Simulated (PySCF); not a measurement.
**Electric field gradients and quadrupole coupling constants**

Species: C5H6FO2P.
Atom-mapped SMILES: `[CH3:1][C:2](=[O:3])[P@:4]1(=[O:5])[C:6]([CH3:7])=[C:8]1[F:9]` (hydrogens: H10, H11, H12 on C1; H13, H14, H15 on C7)

Geometry (GFN2-xTB, Å), atoms numbered from 1 in this order:
```
atom  x, y, z in Å
C1     2.809    0.121   -0.329
C2     1.559   -0.122    0.426
O3     1.391   -0.210    1.603
P4     0.102   -0.292   -0.752
O5     0.366   -0.121   -2.186
C6    -1.510   -0.061    0.089
C7    -2.579    0.834    0.557
C8    -1.179   -1.348   -0.036
F9    -1.723   -2.530    0.214
H10    2.962   -0.709   -1.021
H11    3.666    0.235    0.330
H12    2.672    1.012   -0.944
H13   -2.864    1.524   -0.237
H14   -2.226    1.423    1.403
H15   -3.448    0.252    0.861
```

Field gradients from the PBE0/pcSseg-1 density (PySCF, non-relativistic), principal values in atomic units, ordered |Vxx| ≤ |Vyy| ≤ |Vzz|:

| atom | Vxx | Vyy | Vzz |
| --- | --- | --- | --- |
| O3 | 0.3734 | 1.5066 | -1.8800 |
| O5 | -0.1943 | -0.5782 | 0.7725 |

Problem. Find the asymmetry η = (Vxx − Vyy)/Vzz and the couplings χ = eQV/h (234.96 MHz × Q in barn × V in au), with Q(17O) = −0.0256 b.

Solution. 
```tsv
atom	environment	nucleus	η	χzz (MHz)	χxx (MHz)	χyy (MHz)
O3	carbonyl oxygen	17O	0.60	11.31	-2.25	-9.06
O5	phosphoryl oxygen	17O	0.50	-4.647	1.169	3.478
```

The tensor is traceless: Vxx + Vyy + Vzz = 0.

Problem. What is Vzz at O5 in SI units (1 au = 9.71736 × 10²¹ V/m²)?

Solution. 0.7725 au = 7.507 × 10²¹ V/m².

Problem. And the gradient at the other heavy atoms, for which no coupling is worked out here?

Solution. 
```csv
atom,environment,Vzz (au),η
C1,methyl carbon next to a carbonyl,0.080,0.93
C2,carbonyl carbon,0.517,0.36
P4,phosphoryl phosphorus,-0.484,0.32
C6,fully substituted alkene carbon,0.239,0.91
C7,allylic carbon,0.128,0.13
C8,vinylic C–F carbon,-0.490,0.52
F9,vinyl fluorine,2.935,0.17
```

Were the hydrogens deuterons (Q(2H) = 0.00286 b), χzz would run from 203 kHz (H10 and H12) to 209 kHz (H11).

One conformer (not necessarily the lowest) at the GFN2-xTB geometry, without solvent, vibrations or thermal averaging. GFN2-xTB bond lengths can be off by several hundredths of an ångström, more for odd bonds, and the gradients follow them. The small basis limits the accuracy of the gradients.
